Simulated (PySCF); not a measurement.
Coordinates in bohr (charge -1 multiplicity 1):
```
Sn    0.0000    0.0000   -1.9626
I     4.7896    0.0000    0.6179
I    -2.3948    4.1479    0.6179
I    -2.3948   -4.1479    0.6179
```

Method: PySCF, PBE0, basis Sn def2-SVPD with ECP28, I def2-SVPD with ECP28 (scalar-relativistic core potentials, no spin–orbit coupling, density fitting).

This geometry of SnI₃⁻ is a stationary point at this level.

(1) What is the point group?

(2) Is it a minimum?

(3) List the harmonic modes with their infrared intensities.

(4) Give the atomic charges and bond orders.

Answers

(1) C3v.

(2) Yes: all harmonic wavenumbers are real, though the softest, 43 cm⁻¹, leaves little margin.

(3) 
| symmetry | ω (cm⁻¹) | IR (km/mol, summed over degenerate members) |
| --- | --- | --- |
| e | 43 | 0.0 |
| a1 | 58 | 0.0 |
| e | 152 | 83.2 |
| a1 | 160 | 6.4 |

(4) 
```
  atom  Mulliken  Löwdin  polar tensor  Mayer order to Sn1
   Sn1      0.60   -0.05          1.15                   –
I2,3,4     -0.53   -0.32         -0.72                0.79
```

Only a few start shapes were tried, so a lower isomer may exist. The lowest empty level of this anion is unbound, so it and the gap depend on the basis.
